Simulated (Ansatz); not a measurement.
**One arrangement of a pair**

The pair of H₂O (SMILES O, atoms 1–3) and GeH₄ (SMILES [GeH4], atoms 4–8), both closed shells, in one local arrangement (a lower one may exist), relaxed at PBE0-D4/def2-TZVP:

```
8
angstrom
O 0.0121 -0.0819 -1.9854
H 0.6126 0.6330 -2.2087
H 0.5111 -0.8868 -2.1421
Ge -0.2323 0.0670 1.2521
H -0.3073 0.1314 2.7892
H 0.3355 -1.3016 0.8536
H 0.7043 1.1825 0.7688
H -1.6360 0.2563 0.6726
```

Computed with Ansatz 0.2.0 (basis: def2-TZVPPD, with def2-QZVPPD for the basis limit); correlated methods freeze the cores. Filled d shells of the heavier atoms are correlated. The def2 sets are not built for correlating such inner shells, so the correlated values are less sure here. B3LYP uses VWN-RPA correlation. Extrapolation: Hartree–Fock as exp(−7.88 √X), correlation as X^−2.97. Interaction energies count from these two fragments, frozen as in the pair, with the counterpoise correction; negative means bound.

Q: What is the interaction energy by CCSD(T) at an estimated basis limit (MP2 extrapolated from triple and quadruple zeta, plus CCSD(T) − MP2 in triple zeta)? (Judge from chemistry; the value comes from the calculation.)

A: The calculation gives: -5.5 kJ/mol. Hartree–Fock alone gives -0.3 kJ/mol at the basis limit. It counts from the two fragments frozen as in the pair.

The same quantity by other methods in triple zeta, and each one's difference from that estimate:
```json
{"method": "PBE-D4", "E_int (kJ/mol)": "-5.9", "difference": "-0.4"}
{"method": "revPBE-D4", "E_int (kJ/mol)": "-4.1", "difference": "1.4"}
{"method": "BLYP-D4", "E_int (kJ/mol)": "-4.2", "difference": "1.3"}
{"method": "r2SCAN-D4", "E_int (kJ/mol)": "-6.1", "difference": "-0.6"}
{"method": "B97M-V", "E_int (kJ/mol)": "-7.3", "difference": "-1.8"}
{"method": "PBE0-D4", "E_int (kJ/mol)": "-5.8", "difference": "-0.3"}
{"method": "B3LYP-D4", "E_int (kJ/mol)": "-5.1", "difference": "0.4"}
{"method": "HSE06-D4", "E_int (kJ/mol)": "-5.8", "difference": "-0.3"}
{"method": "wB97X-V", "E_int (kJ/mol)": "-6.2", "difference": "-0.7"}
{"method": "wB97M-V", "E_int (kJ/mol)": "-6.4", "difference": "-0.9"}
{"method": "B2PLYP", "E_int (kJ/mol)": "-2.5", "difference": "3.0"}
{"method": "HF", "E_int (kJ/mol)": "-0.4", "difference": "5.1"}
{"method": "MP2", "E_int (kJ/mol)": "-4.5", "difference": "1.0"}
{"method": "CCSD", "E_int (kJ/mol)": "-4.0", "difference": "1.5"}
{"method": "CCSD(T)", "E_int (kJ/mol)": "-4.8", "difference": "0.7"}
```
Differences are method less estimate.

Basis-set superposition shift (counterpoise-corrected less uncorrected): CCSD(T) 2.4; MP2 2.4; HF 0.4; PBE0-D4 0.3; wB97M-V 0.4 kJ/mol.

T1 diagnostic: at most 0.012.

For scale, one of the runs: CCSD(T)/def2-TZVPPD, 196 basis functions, launched by `ansatz run in.yaml --threads 4 --pin off --events-out ev --progress --plain --max-ram 9574MiB`. The run took 38 s on 4 CPU threads of an Arm Neoverse V1 (shared host), with 2.2 GiB of host memory at its peak.
